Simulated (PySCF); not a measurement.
NMR data sheet: C2H11N3Si3

```
Formula                               : C2H11N3Si3
SMILES                                : CN[Si@@H](C#N)N([SiH3])[SiH3]
InChI                                 : InChI=1S/C2H11N3Si3/c1-4-8(2-3)5(6)7/h4,8H,1,6-7H3/t8-/m1/s1
Point group of the computed structure : C1
Degrees of unsaturation               : 2
Carbon signals                        : 2
Proton signals                        : 4
```

Mapped SMILES: `[CH3:1][NH:2][Si@@H:3]([C:4]#[N:5])[N:6]([SiH3:7])[SiH3:8]`; H(Xn) means a hydrogen on atom n.

Computed data (PySCF 2.14.0 with density-fitted response routines): shieldings: GIAO PBE0/pcSseg-1, geometry: GFN2-xTB. A single conformation, gas phase, relativity neglected, one averaged value for each set of equivalent atoms.

Chemical shifts δ = σref − σ; ¹H (σ = 31.72 ppm) and ¹³C (σ = 186.93 ppm) and ²⁹Si (σ = 349.16 ppm) against TMS; ¹⁵N (σ = 267.73 ppm) vs NH3, all at this level.

```tsv
carbon	δC, type	δH (multiplicity)	HMBC from (2–3 bonds)	span of the C tensor (ppm)
C1	29.0, CH3	2.88 (s)	H(Si3)	54
C4	125.6, C	–	H(Si3)	340
```

Other nuclei:
```
        atoms  nucleus                             environment  δ (ppm)  σ (ppm)
       H(Si3)       ¹H  hydrogen on a silicon bonded to C, 2 N     5.20    26.52
H(Si7)/H(Si8)       ¹H       hydrogen on a silicon bonded to N     4.85    26.87
        H(N2)       ¹H  hydrogen on a nitrogen bonded to C, Si     0.06    31.66
          Si3     ²⁹Si             silicon bonded to C, 2 N, H    -47.5    396.7
      Si7/Si8     ²⁹Si                silicon bonded to N, 3 H    -48.3    397.5
           N5      ¹⁵N                        nitrile nitrogen    354.7    -87.0
           N2      ¹⁵N             nitrogen bonded to C, Si, H     27.2    240.5
           N6      ¹⁵N                 nitrogen bonded to 3 Si      8.0    259.7
```

- Carbon types of the structure: 1 × C, 1 × CH3, leaving 8 H on heteroatoms.
- δC 125.6: nitrile carbon; C≡N carbons fall here, among the sp2 signals but without a proton.
- δC 29.0: methyl carbon bonded to N; pulled downfield by the heteroatom.
- δH 4.85: hydrogen on a silicon bonded to N.
- δH 2.88: hydrogen on a methyl carbon bonded to N; its carbon carries N, which withdraws density.
- δH 0.06: hydrogen on a nitrogen bonded to C, Si; exchangeable; this is the value without hydrogen bonding to other molecules.

OH and NH positions are those of a molecule without intermolecular hydrogen bonds; in solution they move with solvent, concentration and temperature, and exchange usually removes their couplings. Shifts are as computed. Against solution values, carbons near 30 ppm lie about +3 ppm off and those near 130 ppm about +5 ppm. Of 1211 compounds with measured shifts, 218 miss one by over three times the rms of a fit or turn the order of signals round; such compounds aren't used in these exercises. Experimental scales use liquid or dissolved standards, which lie at an offset from isolated NH3 (liquid NH3: subtract about 20 ppm). Unscaled 15N shifts of sp2 nitrogen come out 20 to 40 ppm too high even then. No couplings were computed; multiplicities are counted from neighbouring protons, with m where these are inequivalent, close in shift, in a saturated or five-membered ring or joined by F or P, and br s for small geminal =CH2 splittings.
